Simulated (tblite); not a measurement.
Compound: C₈H₁₃BO.
Numbering: `[BH2:1][C@@H:2]1[CH2:3][CH2:4][C@@H:5]([C:6](=[CH2:7])[CH:8]=[CH2:9])[O:10]1` (hydrogens: H11, H12 on B1; H13 on C2; H14, H15 on C3; H16, H17 on C4; H18 on C5; H19, H20 on C7; H21 on C8; H22, H23 on C9)

Computed with GFN2-xTB (tblite), gas phase: L-BFGS steps from a force-field or distance-geometry start until the largest atomic force falls under 0.01 eV/Å.

Step 13: E = -788.6375 eV
```
atom  x, y, z in Å  |  force x, y, z in eV/Å
B1     -3.1084    1.4408    0.5683   -0.096   0.008  -0.008
C2     -2.0366    0.4260   -0.0174    0.010  -0.008   0.037
C3     -1.7354   -0.8115    0.8399    0.014  -0.039   0.042
C4     -0.2757   -1.1169    0.5168   -0.028  -0.077  -0.004
C5      0.3081    0.2698    0.2019   -0.016   0.045   0.052
C6      1.3669    0.1904   -0.8757   -0.036   0.035   0.011
C7      1.0302    0.2399   -2.1633    0.010   0.007   0.039
C8      2.7589    0.0212   -0.4793   -0.024  -0.001  -0.006
C9      3.2132   -0.3344    0.7163   -0.022   0.009  -0.007
O10    -0.7765    1.1037   -0.1801    0.052   0.026  -0.086
H11    -3.6725    1.1825    1.5540   -0.058  -0.054   0.060
H12    -3.3444    2.4390    0.0213    0.107   0.065  -0.087
H13    -2.3613    0.0859   -1.0205    0.037  -0.032   0.002
H14    -1.8454   -0.5706    1.8980    0.028  -0.008   0.003
H15    -2.4059   -1.6348    0.5971    0.035   0.000   0.036
H16     0.2475   -1.6094    1.3361   -0.025   0.036  -0.044
H17    -0.1942   -1.7439   -0.3721   -0.050  -0.044  -0.017
H18     0.7539    0.7181    1.1003    0.012   0.007   0.073
H19     0.0053    0.3545   -2.4680    0.004   0.029  -0.020
H20     1.7708    0.1675   -2.9409   -0.008   0.018  -0.039
H21     3.4630    0.1950   -1.2815    0.071  -0.038  -0.028
H22     4.2659   -0.4522    0.9054    0.032   0.020  -0.025
H23     2.5679   -0.5336    1.5535   -0.049  -0.004   0.015
```

Step 14: E = -788.6406 eV
```
atom  x, y, z in Å  |  force x, y, z in eV/Å
B1     -3.1071    1.4418    0.5643   -0.137   0.027   0.007
C2     -2.0371    0.4197   -0.0138   -0.026   0.038   0.048
C3     -1.7323   -0.8144    0.8445    0.003  -0.043   0.057
C4     -0.2744   -1.1178    0.5152   -0.041  -0.096   0.000
C5      0.3074    0.2678    0.2028    0.002   0.064   0.025
C6      1.3634    0.1897   -0.8769   -0.002   0.021   0.011
C7      1.0276    0.2436   -2.1645    0.012   0.017   0.026
C8      2.7548    0.0164   -0.4792   -0.001   0.023   0.003
C9      3.2108   -0.3342    0.7176   -0.024   0.012  -0.014
O10    -0.7791    1.0985   -0.1754    0.061   0.108  -0.124
H11    -3.6897    1.1900    1.5432   -0.023  -0.061   0.021
H12    -3.3272    2.4460    0.0170    0.124   0.015  -0.066
H13    -2.3613    0.0776   -1.0161    0.034  -0.039  -0.009
H14    -1.8370   -0.5727    1.9023    0.017   0.004   0.026
H15    -2.4011   -1.6389    0.6059    0.009  -0.025   0.031
H16     0.2512   -1.6133    1.3287    0.002   0.007  -0.002
H17    -0.1985   -1.7395   -0.3767   -0.041  -0.070  -0.041
H18     0.7566    0.7185    1.0977    0.010   0.000   0.098
H19     0.0030    0.3649   -2.4697    0.023   0.022  -0.014
H20     1.7697    0.1717   -2.9415   -0.028   0.018  -0.026
H21     3.4619    0.1916   -1.2789    0.054  -0.050  -0.036
H22     4.2643   -0.4494    0.9052    0.030   0.018  -0.030
H23     2.5693   -0.5306    1.5582   -0.060  -0.008   0.009
```

Step 15: E = -788.6444 eV
```
atom  x, y, z in Å  |  force x, y, z in eV/Å
B1     -3.1080    1.4433    0.5596   -0.144   0.035   0.011
C2     -2.0379    0.4127   -0.0086   -0.055   0.087   0.046
C3     -1.7283   -0.8184    0.8511   -0.016  -0.020   0.054
C4     -0.2736   -1.1199    0.5129   -0.037  -0.075  -0.004
C5      0.3064    0.2664    0.2046    0.019   0.064  -0.015
C6      1.3592    0.1895   -0.8779    0.045   0.004   0.012
C7      1.0243    0.2485   -2.1656    0.014   0.030   0.007
C8      2.7501    0.0108   -0.4794    0.034   0.048   0.012
C9      3.2075   -0.3337    0.7191   -0.019   0.013  -0.014
O10    -0.7813    1.0934   -0.1719    0.043   0.156  -0.133
H11    -3.7116    1.1978    1.5305    0.016  -0.058  -0.038
H12    -3.3032    2.4548    0.0101    0.128  -0.051  -0.026
H13    -2.3602    0.0668   -1.0105    0.027  -0.036  -0.001
H14    -1.8259   -0.5754    1.9083    0.003   0.017   0.056
H15    -2.3949   -1.6444    0.6173   -0.026  -0.050   0.028
H16     0.2554   -1.6178    1.3198    0.038  -0.037   0.042
H17    -0.2052   -1.7355   -0.3830   -0.025  -0.086  -0.054
H18     0.7595    0.7190    1.0967   -0.007  -0.017   0.105
H19     0.0006    0.3782   -2.4723    0.043   0.013  -0.004
H20     1.7679    0.1772   -2.9425   -0.047   0.017  -0.006
H21     3.4619    0.1862   -1.2760    0.017  -0.061  -0.036
H22     4.2625   -0.4453    0.9041    0.009   0.013  -0.031
H23     2.5699   -0.5271    1.5639   -0.058  -0.007  -0.011
```

Step 16: E = -788.6486 eV
```
atom  x, y, z in Å  |  force x, y, z in eV/Å
B1     -3.1116    1.4451    0.5547   -0.102   0.025  -0.003
C2     -2.0395    0.4068   -0.0023   -0.059   0.114   0.029
C3     -1.7242   -0.8227    0.8591   -0.034   0.023   0.035
C4     -0.2733   -1.1231    0.5100   -0.016  -0.019  -0.011
C5      0.3055    0.2659    0.2064    0.025   0.043  -0.054
C6      1.3554    0.1898   -0.8789    0.083  -0.004   0.013
C7      1.0210    0.2544   -2.1664    0.017   0.042  -0.009
C8      2.7458    0.0056   -0.4799    0.065   0.066   0.017
C9      3.2037   -0.3331    0.7205   -0.004   0.013  -0.006
O10    -0.7832    1.0903   -0.1707    0.005   0.142  -0.101
H11    -3.7353    1.2047    1.5166    0.043  -0.048  -0.093
H12    -3.2742    2.4634    0.0017    0.109  -0.108   0.022
H13    -2.3581    0.0546   -1.0041    0.013  -0.019   0.026
H14    -1.8132   -0.5782    1.9159   -0.012   0.025   0.076
H15    -2.3882   -1.6512    0.6301   -0.058  -0.053   0.031
H16     0.2602   -1.6227    1.3109    0.064  -0.074   0.062
H17    -0.2140   -1.7331   -0.3907   -0.004  -0.079  -0.042
H18     0.7618    0.7190    1.0982   -0.039  -0.041   0.080
H19    -0.0014    0.3930   -2.4753    0.053   0.005   0.012
H20     1.7651    0.1836   -2.9437   -0.055   0.014   0.011
H21     3.4632    0.1787   -1.2733   -0.028  -0.067  -0.034
H22     4.2606   -0.4404    0.9019   -0.020   0.004  -0.023
H23     2.5692   -0.5234    1.5693   -0.043  -0.003  -0.038
```

**Question.** Estimate the geometry and energy of step 17. (The exact step hangs on the optimiser's Hessian estimate; all steps are aligned on step 16, rigid shifts and turns removed.)

**Answer.** E = -788.6526 eV, largest force 0.147 eV/Å
```
atom  x, y, z in Å  |  force x, y, z in eV/Å
B1     -3.1167    1.4466    0.5505   -0.021  -0.007  -0.027
C2     -2.0414    0.4042    0.0036   -0.029   0.093   0.007
C3     -1.7216   -0.8257    0.8663   -0.037   0.059   0.011
C4     -0.2734   -1.1262    0.5072    0.008   0.039  -0.012
C5      0.3048    0.2667    0.2074    0.013   0.007  -0.070
C6      1.3536    0.1904   -0.8794    0.087   0.004   0.014
C7      1.0186    0.2601   -2.1667    0.024   0.046  -0.012
C8      2.7434    0.0027   -0.4802    0.070   0.066   0.013
C9      3.2005   -0.3323    0.7215    0.013   0.013   0.004
O10    -0.7845    1.0901   -0.1721   -0.028   0.066  -0.040
H11    -3.7542    1.2087    1.5042    0.041  -0.038  -0.116
H12    -3.2477    2.4685   -0.0054    0.071  -0.117   0.053
H13    -2.3557    0.0442   -0.9982   -0.005   0.007   0.056
H14    -1.8025   -0.5802    1.9237   -0.024   0.026   0.069
H15    -2.3835   -1.6575    0.6411   -0.069  -0.020   0.040
H16     0.2646   -1.6273    1.3047    0.061  -0.080   0.038
H17    -0.2223   -1.7330   -0.3975    0.013  -0.050  -0.004
H18     0.7622    0.7181    1.1016   -0.073  -0.061   0.032
H19    -0.0022    0.4051   -2.4778    0.047   0.000   0.029
H20     1.7618    0.1892   -2.9446   -0.042   0.011   0.011
H21     3.4650    0.1708   -1.2717   -0.057  -0.061  -0.035
H22     4.2588   -0.4360    0.8993   -0.036  -0.008  -0.005
H23     2.5674   -0.5204    1.5727   -0.026   0.004  -0.059
```

The energy changes by -0.0040 eV. The first-order estimate −F·Δx gives -0.0056 eV and the mean of the old and new forces, exact on a quadratic surface, -0.0040 eV. The step makes an angle of 75° with the force vector and moves no atom by more than 0.028 Å.

The cost below is that of the whole relaxation. Time: 2.6 s of wall time. Hardware: Arm Neoverse N1, one thread, on a shared host.
